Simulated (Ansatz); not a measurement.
H6N3NbO (`[NH2][Nb]([NH2])([NH2])=[O]`). Charge 0, multiplicity 1. Nb: def2 effective core potential. The geometry is a stationary point of PBE0-D4/def2-TZVP. It is one conformer, not always the lowest.

```xyz
11

N     1.503    0.041   -1.146
Nb    0.129    0.357    0.253
N    -1.624    0.771   -0.585
N    -0.031   -1.234    1.431
O     0.608    1.685    1.195
H     2.378    0.541   -1.194
H     1.408   -0.555   -1.954
H    -2.237    0.116   -1.048
H    -2.076    1.671   -0.522
H    -0.122   -2.194    1.133
H     0.063   -1.199    2.436
```

**Question.** What is the dipole moment at PBE/def2-TZVPP? (An estimate is asked.)

**Answer.** Computed: 3.33 D, with components (-0.94, -2.61, -1.85) D in this frame, pointing from negative to positive charge.

**Question.** And with r2SCAN, B3LYP, ωB97M-V? (Estimate.)

**Answer.** Computed: r2SCAN 3.43 D, B3LYP 3.48 D, ωB97M-V 3.49 D.

**Question.** Give the Mulliken charges with PBE, B3LYP, ωB97M-V in def2-TZVPP. (Best estimate.)

**Answer.** Computed: 
| atom | PBE | B3LYP | ωB97M-V |
| --- | --- | --- | --- |
| N1 | -0.55 | -0.58 | -0.52 |
| Nb2 | 1.19 | 1.39 | 1.34 |
| N3 | -0.55 | -0.58 | -0.52 |
| N4 | -0.55 | -0.58 | -0.52 |
| O5 | -0.48 | -0.54 | -0.52 |
| H6 | 0.17 | 0.16 | 0.14 |
| H7 | 0.14 | 0.13 | 0.11 |
| H8 | 0.14 | 0.13 | 0.11 |
| H9 | 0.17 | 0.16 | 0.14 |
| H10 | 0.14 | 0.13 | 0.11 |
| H11 | 0.17 | 0.16 | 0.14 |

B3LYP here is the variant with VWN-RPA as its local correlation; programs differ in this.
